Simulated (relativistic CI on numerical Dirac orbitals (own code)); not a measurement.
Pt⁶⁺: resonant inelastic scattering at the L2,3 edge

Computed with this model: Dirac-Coulomb-Breit CI, KLI orbitals optimised for each configuration, model QED (radiative potential, 1s self-energy scaled to tabulated hydrogen-like ionisation energies), valence Slater integrals scaled by 0.9, Kramers-Heisenberg scattering through one core-hole configuration in a parametric crystal field; configurations [Xe] 4f14 5d4 → [He] 2s2 2p5 3s2 3p6 3d10 4s2 4p6 4d10 4f14 5s2 5p6 5d5; 300 K; core-hole width 3 eV; summed over polarisations. Incident energies are the highest absorption maxima for each field (at most a few, so the weaker spin-orbit partner edge can be absent), on the computed scale of the free ion. Intensities are in per cent of the strongest line above 0.02 eV; levels within 1 cm⁻¹ are merged; final levels count from the ground level, the first row holds all elastic scattering, lines under 0.4 are left out and each table stops after 24 rows. The scale of the Slater integrals is a model choice and moves the terms in proportion.

Field parameters in Wybourne normalisation: Oh B⁴₀ = 21Dq, B⁴₄ = √(5/14) B⁴₀. The field is a parameter set, without covalency.

S is read from ⟨S²⟩ = S(S + 1).

Oh, 10Dq = 10000 cm⁻¹:

| Final level (eV) | Degeneracy | Irrep | S | 11570.2 eV |
| --- | --- | --- | --- | --- |
| 0.000 | 1 | A1 | 1.56 | 1425.7 |
| 0.856 | 3 | T1 | 1.81 | 100.0 |
| 1.366 | 2 | E | 1.88 | 63.1 |
| 1.514 | 3 | T2 | 1.89 | 17.8 |
| 2.259 | 3 | T2 | 1.37 | 33.8 |
| 2.401 | 3 | T1 | 1.58 | 9.1 |
| 2.424 | 1 | A1 | 1.45 | 12.3 |
| 2.468 | 2 | E | 1.28 | 8.1 |
| 2.667 | 3 | T2 | 1.63 | 14.1 |
| 2.722 | 3 | T1 | 1.60 | 11.2 |
| 2.823 | 1 | A1 | 1.63 | 34.2 |
| 3.255 | 2 | E | 1.43 | 1.5 |
| 3.279 | 3 | T1 | 1.43 | 2.8 |
| 3.294 | 3 | T2 | 1.53 | 1.1 |
| 3.717 | 3 | T1 | 1.21 | 9.5 |
| 3.912 | 3 | T2 | 1.05 | 0.5 |
| 4.109 | 3 | T2 | 1.02 | 0.4 |
| 4.203 | 3 | T1 | 1.12 | 15.0 |
| 4.235 | 2 | E | 1.10 | 1.1 |
| 4.268 | 1 | A1 | 1.26 | 11.4 |
| 4.418 | 2 | E | 0.75 | 8.2 |
| 4.541 | 3 | T2 | 0.76 | 14.1 |
| 4.733 | 3 | T1 | 1.16 | 2.0 |
| 4.785 | 1 | A1 | 0.93 | 4.3 |

Oh, 10Dq = 22550 cm⁻¹:

```csv
Final level (eV),Degeneracy,Irrep,S,11569.7 eV
0.000,1,A1,1.30,1471.4
0.945,3,T1,1.50,72.4
1.520,2,E,1.56,79.2
1.638,3,T2,1.38,6.4
2.269,3,T2,1.52,55.7
2.441,2,E,1.34,3.2
2.546,1,A1,1.63,0.6
2.591,3,T1,1.51,22.7
3.314,3,T2,0.82,2.0
3.423,2,E,0.89,14.3
3.635,1,A1,1.39,18.4
3.690,3,T1,1.23,100.0
4.067,3,T1,1.49,3.3
4.145,3,T2,1.55,63.6
4.522,3,T1,1.17,8.9
4.594,3,T2,1.20,0.5
4.654,3,T2,1.28,1.3
4.928,3,T2,0.92,8.7
4.966,3,T1,1.16,5.4
5.124,1,A1,0.66,2.7
5.128,3,T1,1.30,2.5
5.349,3,T2,1.05,2.8
5.380,1,A1,1.56,0.4
5.553,2,E,1.39,1.8
```

Oh, 10Dq = 35100 cm⁻¹:

| Final level (eV) | Degeneracy | Irrep | S | 11570.8 eV |
| --- | --- | --- | --- | --- |
| 0.000 | 1 | A1 | 1.11 | 879.2 |
| 0.919 | 3 | T1 | 1.18 | 12.1 |
| 1.506 | 3 | T2 | 0.94 | 9.5 |
| 1.509 | 2 | E | 1.08 | 30.4 |
| 2.963 | 3 | T2 | 1.17 | 11.3 |
| 3.004 | 2 | E | 1.19 | 2.6 |
| 3.298 | 6 | T1+T2 | 1.65 | 35.4 |
| 3.324 | 1 | A1 | 1.81 | 14.4 |
| 3.422 | 2 | E | 1.35 | 4.7 |
| 4.569 | 1 | A1 | 0.85 | 8.5 |
| 4.932 | 3 | T1 | 1.03 | 100.0 |
| 5.344 | 3 | T1 | 1.17 | 4.9 |
| 5.504 | 1 | A1 | 0.81 | 4.2 |
| 5.504 | 2 | E | 1.07 | 3.1 |
| 5.543 | 3 | T2 | 1.01 | 19.0 |
| 5.711 | 3 | T1 | 1.08 | 11.7 |
| 5.768 | 3 | T2 | 1.13 | 28.9 |
| 5.921 | 3 | T2 | 0.97 | 6.9 |
| 6.077 | 3 | T1 | 1.01 | 2.5 |
| 6.441 | 3 | T2 | 1.07 | 6.0 |
| 6.503 | 3 | T1 | 1.12 | 1.2 |
| 6.906 | 3 | T2 | 0.50 | 0.9 |
| 7.081 | 2 | E | 0.58 | 1.3 |
| 7.304 | 3 | T1 | 0.72 | 1.6 |

For the first field the strongest loss at the lowest incident energy is the level at 0.86 eV (S = 1.81, against 1.56 in the thermal ground state). Levels of other spin, the first over 8 % at 4.42 eV, appear because spin-orbit coupling of the core hole, and in heavier ions of the valence shell too, mixes spins.
